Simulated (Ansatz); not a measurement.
Ansatz (an electronic-structure program) input (B3LYP-D3(BJ)/def2-TZVP):

Ansatz 0.2 input:
```yaml
crystal:
  periodic: [false, false, false]
  atoms:
    - {symbol: C, position_ang: [-2.31071278, -0.74072958, 0.55884399]}
    - {symbol: C, position_ang: [-0.81743622, -1.06648569, 0.72537649]}
    - {symbol: C, position_ang: [0.09254407, -0.10139320, 0.03844941]}
    - {symbol: C, position_ang: [0.12231708, 1.33152170, 0.46438876]}
    - {symbol: C, position_ang: [-0.48827850, 2.29877475, -0.56515987]}
    - {symbol: C, position_ang: [1.10810650, -0.59431584, -0.93872282]}
    - {symbol: C, position_ang: [2.35446195, -1.19483572, -0.25871685]}
    - {symbol: H, position_ang: [-2.93031247, -1.46236306, 1.09570732]}
    - {symbol: H, position_ang: [-2.59713018, -0.76018506, -0.49431802]}
    - {symbol: H, position_ang: [-2.54271875, 0.25197087, 0.94871263]}
    - {symbol: H, position_ang: [-0.59555988, -1.09171072, 1.80320970]}
    - {symbol: H, position_ang: [-0.62956762, -2.07814897, 0.35486033]}
    - {symbol: H, position_ang: [-0.40381597, 1.45030666, 1.41621057]}
    - {symbol: H, position_ang: [1.15996474, 1.64153472, 0.64868714]}
    - {symbol: H, position_ang: [0.02306967, 2.22027911, -1.52626386]}
    - {symbol: H, position_ang: [-1.54290874, 2.07451017, -0.73148741]}
    - {symbol: H, position_ang: [-0.40751380, 3.33416726, -0.22600499]}
    - {symbol: H, position_ang: [0.66557032, -1.35856616, -1.58745412]}
    - {symbol: H, position_ang: [1.42748144, 0.22196711, -1.59395346]}
    - {symbol: H, position_ang: [2.84670422, -0.45336264, 0.37359532]}
    - {symbol: H, position_ang: [2.08273084, -2.04350896, 0.37166828]}
    - {symbol: H, position_ang: [3.07799348, -1.54210876, -0.99992407]}
basis:
  gaussian:
    orbitals: def2-TZVP
hamiltonian:
  xc: b3lyp
  dispersion: d3bj
magnetization: {spin_polarized: true, initial_magnetization: 1}
phonons: {temperatures: {t_min: 298.15, t_max: 298.15, t_step: 100}}
```

Output:

```
Functional definition: B3LYP
integrals: 0.32 GiB planned
1920 factors; their error is unknown
0.41 GiB of the device are held for the grids
2.13 GiB of device memory are held for the factors and their scratch space
mean field: 2.72 GiB planned
mean field evaluation 1: about -7485.6018 eV, gradient 6.5e1 eV
mean field evaluation 2: about -7468.9908 eV, gradient 8.4e1 eV
mean field evaluation 4: about -7505.8986 eV, gradient 5.5e0 eV
mean field evaluation 8: about -7506.0371 eV, gradient 6.5e-2 eV
mean field evaluation 16: about -7505.9859 eV, gradient 8.6e-4 eV
mean field -7505.98589805 eV, -275.8398940132 hartree, gradient 4.4e-5 eV, S^2 0.754293; 0 other end points of the search recorded, 0 dependent functions left out
the calculation of the forces begins
reference -7505.98626540 eV, -275.8399075131 hartree; 29, 28 occupied and 278, 279 virtual orbitals, 1920 factors
these checks for a lower state are left out or cut short: stability, starts, cluster_reference, orbital_swaps, neighbouring_geometries, increment
integrals: 0.32 GiB planned
1920 factors; their error is unknown
0.41 GiB of the device are held for the grids
2.13 GiB of device memory are held for the factors and their scratch space
mean field: 2.72 GiB planned
mean field -7505.98568906 eV, -275.8398863330 hartree, gradient 2.5e-6 eV, S^2 0.754292; 0 other end points of the search recorded, 0 dependent functions left out
the calculation of the forces begins
reference -7505.98605649 eV, -275.8398998358 hartree; 29, 28 occupied and 278, 279 virtual orbitals, 1920 factors
these checks for a lower state are left out or cut short: stability, starts, cluster_reference, orbital_swaps, neighbouring_geometries, increment
integrals: 0.32 GiB planned
1920 factors; their error is unknown
0.41 GiB of the device are held for the grids
2.13 GiB of device memory are held for the factors and their scratch space
mean field: 2.72 GiB planned
mean field evaluation 32: about -7505.9858 eV, gradient 1.8e-6 eV
mean field -7505.98583510 eV, -275.8398917000 hartree, gradient 2.5e-6 eV, S^2 0.754295; 0 other end points of the search recorded, 0 dependent functions left out
the calculation of the forces begins
reference -7505.98620237 eV, -275.8399051969 hartree; 29, 28 occupied and 278, 279 virtual orbitals, 1920 factors
these checks for a lower state are left out or cut short: stability, starts, cluster_reference, orbital_swaps, neighbouring_geometries, increment
integrals: 0.32 GiB planned
1920 factors; their error is unknown
0.41 GiB of the device are held for the grids
2.13 GiB of device memory are held for the factors and their scratch space
mean field: 2.72 GiB planned
mean field -7505.98568321 eV, -275.8398861183 hartree, gradient 2.5e-6 eV, S^2 0.754293; 0 other end points of the search recorded, 0 dependent functions left out
the calculation of the forces begins
reference -7505.98605059 eV, -275.8398996190 hartree; 29, 28 occupied and 278, 279 virtual orbitals, 1920 factors
these checks for a lower state are left out or cut short: stability, starts, cluster_reference, orbital_swaps, neighbouring_geometries, increment
integrals: 0.32 GiB planned
1920 factors; their error is unknown
0.41 GiB of the device are held for the grids
2.13 GiB of device memory are held for the factors and their scratch space
mean field: 2.72 GiB planned
mean field -7505.98577392 eV, -275.8398894515 hartree, gradient 2.5e-6 eV, S^2 0.754293; 0 other end points of the search recorded, 0 dependent functions left out
[...]
2.13 GiB of device memory are held for the factors and their scratch space
mean field: 2.72 GiB planned
mean field -7505.98580241 eV, -275.8398904987 hartree, gradient 2.5e-6 eV, S^2 0.754293; 0 other end points of the search recorded, 0 dependent functions left out
the calculation of the forces begins
reference -7505.98616973 eV, -275.8399039973 hartree; 29, 28 occupied and 278, 279 virtual orbitals, 1920 factors
these checks for a lower state are left out or cut short: stability, starts, cluster_reference, orbital_swaps, neighbouring_geometries, increment
integrals: 0.32 GiB planned
1920 factors; their error is unknown
0.41 GiB of the device are held for the grids
2.13 GiB of device memory are held for the factors and their scratch space
mean field: 2.72 GiB planned
mean field -7505.98585972 eV, -275.8398926049 hartree, gradient 2.5e-6 eV, S^2 0.754293; 0 other end points of the search recorded, 0 dependent functions left out
the calculation of the forces begins
reference -7505.98622711 eV, -275.8399061061 hartree; 29, 28 occupied and 278, 279 virtual orbitals, 1920 factors
these checks for a lower state are left out or cut short: stability, starts, cluster_reference, orbital_swaps, neighbouring_geometries, increment
integrals: 0.32 GiB planned
1920 factors; their error is unknown
0.41 GiB of the device are held for the grids
2.13 GiB of device memory are held for the factors and their scratch space
mean field: 2.72 GiB planned
mean field -7505.98586023 eV, -275.8398926237 hartree, gradient 2.5e-6 eV, S^2 0.754293; 0 other end points of the search recorded, 0 dependent functions left out
the calculation of the forces begins
reference -7505.98622759 eV, -275.8399061237 hartree; 29, 28 occupied and 278, 279 virtual orbitals, 1920 factors
these checks for a lower state are left out or cut short: stability, starts, cluster_reference, orbital_swaps, neighbouring_geometries, increment
integrals: 0.32 GiB planned
1920 factors; their error is unknown
0.41 GiB of the device are held for the grids
2.13 GiB of device memory are held for the factors and their scratch space
mean field: 2.72 GiB planned
mean field evaluation 896: about -7506.0382 eV, gradient 6.4e-4 eV
mean field -7505.98584965 eV, -275.8398922347 hartree, gradient 2.5e-6 eV, S^2 0.754293; 0 other end points of the search recorded, 0 dependent functions left out
the calculation of the forces begins
reference -7505.98621700 eV, -275.8399057344 hartree; 29, 28 occupied and 278, 279 virtual orbitals, 1920 factors
these checks for a lower state are left out or cut short: stability, starts, cluster_reference, orbital_swaps, neighbouring_geometries, increment
integrals: 0.32 GiB planned
1920 factors; their error is unknown
0.41 GiB of the device are held for the grids
2.13 GiB of device memory are held for the factors and their scratch space
mean field: 2.72 GiB planned
mean field -7505.98587477 eV, -275.8398931579 hartree, gradient 2.5e-6 eV, S^2 0.754293; 0 other end points of the search recorded, 0 dependent functions left out
the calculation of the forces begins
reference -7505.98624216 eV, -275.8399066593 hartree; 29, 28 occupied and 278, 279 virtual orbitals, 1920 factors
these checks for a lower state are left out or cut short: stability, starts, cluster_reference, orbital_swaps, neighbouring_geometries, increment
integrals: 0.32 GiB planned
1920 factors; their error is unknown
0.41 GiB of the device are held for the grids
2.13 GiB of device memory are held for the factors and their scratch space
mean field: 2.72 GiB planned
mean field -7505.98581772 eV, -275.8398910613 hartree, gradient 2.5e-6 eV, S^2 0.754293; 0 other end points of the search recorded, 0 dependent functions left out
the calculation of the forces begins
reference -7505.98618503 eV, -275.8399045598 hartree; 29, 28 occupied and 278, 279 virtual orbitals, 1920 factors
these checks for a lower state are left out or cut short: stability, starts, cluster_reference, orbital_swaps, neighbouring_geometries, increment
integrals: 0.32 GiB planned
1920 factors; their error is unknown
0.41 GiB of the device are held for the grids
2.13 GiB of device memory are held for the factors and their scratch space
mean field: 2.72 GiB planned
mean field -7505.98586180 eV, -275.8398926814 hartree, gradient 2.5e-6 eV, S^2 0.754293; 0 other end points of the search recorded, 0 dependent functions left out
the calculation of the forces begins
reference -7505.98622913 eV, -275.8399061803 hartree; 29, 28 occupied and 278, 279 virtual orbitals, 1920 factors
these checks for a lower state are left out or cut short: stability, starts, cluster_reference, orbital_swaps, neighbouring_geometries, increment
integrals: 0.32 GiB planned
1920 factors; their error is unknown
0.41 GiB of the device are held for the grids
2.13 GiB of device memory are held for the factors and their scratch space
mean field: 2.72 GiB planned
mean field evaluation 928: about -7505.9859 eV, gradient 1.8e-6 eV
mean field -7505.98588889 eV, -275.8398936769 hartree, gradient 2.5e-6 eV, S^2 0.754293; 0 other end points of the search recorded, 0 dependent functions left out
the calculation of the forces begins
reference -7505.98625627 eV, -275.8399071777 hartree; 29, 28 occupied and 278, 279 virtual orbitals, 1920 factors
these checks for a lower state are left out or cut short: stability, starts, cluster_reference, orbital_swaps, neighbouring_geometries, increment
integrals: 0.32 GiB planned
1920 factors; their error is unknown
0.41 GiB of the device are held for the grids
2.13 GiB of device memory are held for the factors and their scratch space
mean field: 2.72 GiB planned
mean field -7505.98583644 eV, -275.8398917492 hartree, gradient 2.5e-6 eV, S^2 0.754293; 0 other end points of the search recorded, 0 dependent functions left out
the calculation of the forces begins
reference -7505.98620375 eV, -275.8399052477 hartree; 29, 28 occupied and 278, 279 virtual orbitals, 1920 factors
these checks for a lower state are left out or cut short: stability, starts, cluster_reference, orbital_swaps, neighbouring_geometries, increment
integrals: 0.32 GiB planned
1920 factors; their error is unknown
0.41 GiB of the device are held for the grids
2.13 GiB of device memory are held for the factors and their scratch space
mean field: 2.72 GiB planned
mean field -7505.98584853 eV, -275.8398921934 hartree, gradient 2.5e-6 eV, S^2 0.754293; 0 other end points of the search recorded, 0 dependent functions left out
the calculation of the forces begins
reference -7505.98621592 eV, -275.8399056947 hartree; 29, 28 occupied and 278, 279 virtual orbitals, 1920 factors
Total energy: -7506.81828208 eV, -275.8704835623 hartree
Atom 0 at    -2.310713    -0.740730     0.558844 Å, force     0.001850     0.000186     0.000019 eV/Å
Atom 1 at    -0.817436    -1.066486     0.725376 Å, force    -0.001114     0.000289     0.000174 eV/Å
Atom 2 at     0.092544    -0.101393     0.038449 Å, force    -0.001030     0.000254    -0.000494 eV/Å
Atom 3 at     0.122317     1.331522     0.464389 Å, force     0.000983    -0.000184     0.000578 eV/Å
Atom 4 at    -0.488279     2.298775    -0.565160 Å, force    -0.000285     0.000167    -0.000470 eV/Å
Atom 5 at     1.108107    -0.594316    -0.938723 Å, force    -0.000241    -0.000118     0.001000 eV/Å
Atom 6 at     2.354462    -1.194836    -0.258717 Å, force    -0.000335     0.000129    -0.001078 eV/Å
Atom 7 at    -2.930312    -1.462363     1.095707 Å, force     0.000018    -0.000108    -0.000131 eV/Å
Atom 8 at    -2.597130    -0.760185    -0.494318 Å, force     0.000228     0.000082     0.001012 eV/Å
Atom 9 at    -2.542719     0.251971     0.948713 Å, force     0.000142    -0.000617    -0.000569 eV/Å
Atom 10 at    -0.595560    -1.091711     1.803210 Å, force    -0.000763    -0.000257    -0.000902 eV/Å
Atom 11 at    -0.629568    -2.078149     0.354860 Å, force    -0.000154     0.000725     0.000446 eV/Å
Atom 12 at    -0.403816     1.450307     1.416211 Å, force    -0.000256    -0.000062    -0.000226 eV/Å
Atom 13 at     1.159965     1.641535     0.648687 Å, force    -0.000027     0.000314    -0.000224 eV/Å
Atom 14 at     0.023070     2.220279    -1.526264 Å, force     0.000128     0.000174     0.000319 eV/Å
Atom 15 at    -1.542909     2.074510    -0.731487 Å, force    -0.000164    -0.000379     0.000455 eV/Å
Atom 16 at    -0.407514     3.334167    -0.226005 Å, force     0.000103    -0.000287    -0.000030 eV/Å
Atom 17 at     0.665570    -1.358566    -1.587454 Å, force     0.000508    -0.000079     0.000117 eV/Å
Atom 18 at     1.427481     0.221967    -1.593953 Å, force     0.000519    -0.000421     0.000029 eV/Å
Atom 19 at     2.846704    -0.453363     0.373595 Å, force    -0.000046     0.000042     0.000013 eV/Å
Atom 20 at     2.082731    -2.043509     0.371668 Å, force    -0.000217     0.000174    -0.000077 eV/Å
Atom 21 at     3.077993    -1.542109    -0.999924 Å, force     0.000150    -0.000025     0.000040 eV/Å
Dipole moment:     0.018326    -0.012359     0.013735 e Å
Vibrations: 38.17 55.86 72.32 126.10 208.00 221.44 252.69 283.88 293.68 372.66 419.09 550.27 706.84 775.94 788.43 793.27 921.31 924.30 978.73 1031.79 1034.80 1052.91 1061.80 1066.69 1085.78 1238.61 1242.65 1282.82 1305.46 1321.12 1341.77 1368.17 1380.77 1402.55 1406.89 1408.49 1474.86 1476.87 1489.08 1495.34 1497.29 1499.27 1504.40 1505.37 1506.50 2944.53 2971.09 2998.93 3025.78 3027.64 3028.88 3035.09 3036.51 3040.00 3086.68 3088.04 3089.08 3094.87 3095.98 3099.88 cm⁻¹, zero-point energy 5.512835 eV
```

It need not be the lowest isomer of its formula.
